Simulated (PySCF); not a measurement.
Compound: C5H11NO.
SMILES with atom numbers: `[CH3:1][C:2]([CH3:3])([CH3:4])[C:5]([NH2:6])=[O:7]` (hydrogens: H8, H9, H10 on C1; H11, H12, H13 on C3; H14, H15, H16 on C4; H17, H18 on N6)

Cartesian coordinates in Å at the PBE0-D3(BJ)/def2-SVP level; atoms count from 1:
```
atom  x, y, z in Å
C1    -0.192    0.296    1.421
C2    -0.382    0.034   -0.079
C3    -1.793   -0.484   -0.337
C4    -0.150    1.324   -0.874
C5     0.617   -1.045   -0.537
N6     1.931   -0.727   -0.396
O7     0.265   -2.114   -0.993
H8     0.800    0.712    1.652
H9    -0.943    1.020    1.775
H10   -0.314   -0.630    2.003
H11   -2.535    0.262   -0.015
H12   -1.973   -1.421    0.207
H13   -1.945   -0.696   -1.405
H14    0.843    1.761   -0.688
H15   -0.243    1.146   -1.956
H16   -0.899    2.081   -0.590
H17    2.619   -1.412   -0.681
H18    2.243    0.153   -0.017
```

Level: wB97X-D/def2-SVPD in PySCF, non-relativistic, on one gas-phase PBE0-D3(BJ)/def2-SVP geometry that isn't relaxed in the solvent. The solvent is an IEF-PCM continuum (van der Waals radii × 1.2), and excitations are vertical TDDFT with non-equilibrium linear response and a frozen core. The model holds no explicit solvent molecules, cavitation or dispersion.

Gas-phase singlets (H = HOMO, L = LUMO):

```
state  E (eV)  λ (nm)      f        leading configurations
   S1   5.703     217  0.001                     H→L+1 95%
   S2   7.270     171  0.011             H→L 76%, H→L+3 9%
   S3   7.420     167  0.013        H-1→L 76%, H-1→L+2 19%
   S4   7.730     160  0.154                   H-1→L+1 77%
   S5   8.374     148  0.035  H→L+3 70%, H→L 10%, H→L+5 9%
```

**Question.** How does the list change in benzene (ε = 2.271)?

**Answer.** 
| state | E (eV) | λ (nm) | f | leading configurations | change by rank (eV) |
| --- | --- | --- | --- | --- | --- |
| S1 | 5.796 | 214 | 0.001 | H→L+1 96% | +0.093 |
| S2 | 7.391 | 168 | 0.032 | H→L 56%, H-1→L+1 24%, H→L+2 9% | +0.121 |
| S3 | 7.591 | 163 | 0.082 | H-1→L 50%, H-1→L+1 20%, H-1→L+2 15% | +0.171 |
| S4 | 7.602 | 163 | 0.150 | H-1→L+1 46%, H-1→L 22%, H→L 13% | -0.128 |
| S5 | 8.518 | 146 | 0.063 | H→L+3 68%, H→L 15% | +0.144 |

**Question.** Give the list for chloroform (ε = 4.711), n² = 2.09.

**Answer.** 
```json
{"state": "S1", "E (eV)": "5.856", "λ (nm)": "212", "f": "0.001", "leading configurations": "H→L+1 96%", "change by rank (eV)": "+0.153"}
{"state": "S2", "E (eV)": "7.430", "λ (nm)": "167", "f": "0.054", "leading configurations": "H→L 46%, H-1→L+1 37%, H→L+2 12%", "change by rank (eV)": "+0.160"}
{"state": "S3", "E (eV)": "7.601", "λ (nm)": "163", "f": "0.194", "leading configurations": "H-1→L+1 54%, H→L 32%", "change by rank (eV)": "+0.181"}
{"state": "S4", "E (eV)": "7.689", "λ (nm)": "161", "f": "0.014", "leading configurations": "H-1→L 72%, H-1→L+2 12%, H-1→L+3 11%", "change by rank (eV)": "-0.041"}
{"state": "S5", "E (eV)": "8.620", "λ (nm)": "144", "f": "0.066", "leading configurations": "H→L+2 50%, H→L+3 22%, H→L 15%", "change by rank (eV)": "+0.246"}
```

**Question.** The ground-state energy changes by -0.283 eV from gas to chloroform. By how much does the total energy of gas-phase S1 change?

**Answer.** E(S1) = E(S0) + excitation energy, so it changes by -0.283 + 0.153 = -0.130 eV: it is lowered less than the ground state, which is what a blue shift means. This is the vertical state, with the slow part of the continuum still set for S0.

**Question.** How do the frontier levels move from gas to chloroform?

**Answer.** 
| orbital | gas (eV) | solvent (eV) | change (eV) | Löwdin shares, gas | Löwdin shares, solvent |
| --- | --- | --- | --- | --- | --- |
| LUMO+2 | 2.91 | 3.12 | +0.21 | H17 16 %, H18 12 %, H11 10 %, C3 8 % | O7 28 %, C5 12 %, H16 9 %, H9 8 % |
| LUMO+1 | 2.51 | 2.46 | -0.05 | C5 36 %, O7 27 %, N6 14 %, C2 5 % | C5 37 %, O7 27 %, N6 14 %, C2 5 % |
| LUMO | 2.04 | 2.29 | +0.25 | H18 13 %, C4 13 %, C1 12 %, H14 9 % | C4 12 %, C1 11 %, C5 11 %, C3 8 % |
| HOMO | -9.16 | -9.33 | -0.17 | O7 64 %, C5 11 %, C2 10 %, N6 6 % | O7 61 %, C5 11 %, C2 11 %, N6 6 % |
| HOMO-1 | -9.78 | -9.79 | -0.01 | N6 48 %, O7 32 %, C5 10 % | N6 50 %, O7 30 %, C5 10 % |
| HOMO-2 | -11.40 | -11.27 | +0.13 | C2 21 %, C1 18 %, C4 17 %, C3 12 % | C2 22 %, C1 19 %, C4 18 %, C3 10 % |
| HOMO-3 | -11.43 | -11.29 | +0.14 | C3 26 %, C2 22 %, C4 11 %, C1 11 % | C3 25 %, C2 22 %, C4 12 %, C1 12 % |

The HOMO–LUMO gap goes from 11.20 to 11.62 eV. Rows go by rank; for LUMO and LUMO+2 the atom shares or the degeneracy differ between the runs, so the row needn't follow one orbital.

Time: 58 s. Hardware: an x86-64 server with one thread, no GPU (shared host). This is the whole response run at wB97X-D/def2-SVPD in chloroform, SCF included.

Note: wB97X-D ran without an empirical dispersion term, which enters the total energy and its gradient alone.
